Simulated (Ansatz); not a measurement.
Species: sum formula Si$_{2}$H$_{3}$F$_{3}$, charge 0, multiplicity 1. 
Structure (B3LYP-D3(BJ)/def2-TZVP (Ansatz, an electronic-structure program) minimum search):
```
Si
F 1 1.5979
F 1 1.6002 2 107.34
H 1 1.4757 2 107.51 3 115.67
Si 1 2.3559 4 116.60 2 -123.62
F 5 1.6107 1 108.26 4 55.01
H 5 1.4790 6 108.57 1 -120.90
H 5 1.4800 7 110.01 6 118.13
```

Wanted: atomisation energy (electronic, to ground-state atoms), in kcal/mol. Valence correlation only, unless marked. Open shells are spin-unrestricted. Spin-orbit coupling is left out. Non-relativistic. The coupled-cluster limit lacks core correlation, which all-electron functionals hold. CBS(X,Y): correlation extrapolated as X^-3; Hartree-Fock from the larger set.

```
level                                                program  atomisation energy (kcal/mol)  minus last row
--------------------------------------------  --------------  -----------------------------  --------------
HF/cc-pV(D+d)Z                                        Ansatz                          500.3          -211.6
revPBE-D3(BJ)/def2-TZVPD                      Ansatz + dftd3                          682.8           -29.1
r2SCAN0-D4/def2-TZVPD                         Ansatz + dftd4                          688.7           -23.2
RI-MP2/CBS(aug-cc-pV(T+d)Z,aug-cc-pV(Q+d)Z)           Ansatz                          730.6            18.7
SCS-MP2/cc-pV(D+d)Z                                   Ansatz                          640.5           -71.4
CCSD/CBS(aug-cc-pV(T+d)Z,aug-cc-pV(Q+d)Z)             Ansatz                          701.7           -10.2
CCSD(T)/CBS(aug-cc-pV(T+d)Z,aug-cc-pV(Q+d)Z)          Ansatz                          711.9             0.0
```
